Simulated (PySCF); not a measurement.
Ligands exchanged one at a time, Sn F-H. All species are isolated molecules in the gas phase. Strings in code marks are SMILES.

The four lowest singlet excitations (Tamm–Dancoff). The numbers are results of B3LYP-D3(BJ)/def2-TZVP // PBE0-D3(BJ)/def2-TZVP (PySCF), not measurements. B3LYP has the VWN-RPA correlation part, as in Gaussian. Excitations are Tamm–Dancoff values on a coarser integration grid. The basis has no diffuse functions, so Rydberg states are missing or too high.

```
state  energy (eV)  wavelength (nm)  oscillator strength
-----  -----------  ---------------  -------------------
S1            7.42              167                0.000
S2            7.46              166                0.049
S3            7.95              156                0.003
S4            8.09              153                0.082
```

### Question
Name which member gives these states.
A) `[F][SnH3]`
B) `[F][SnH]([F])[F]`
C) `[F][SnH2][F]`

### Answer
C, `[F][SnH2][F]`
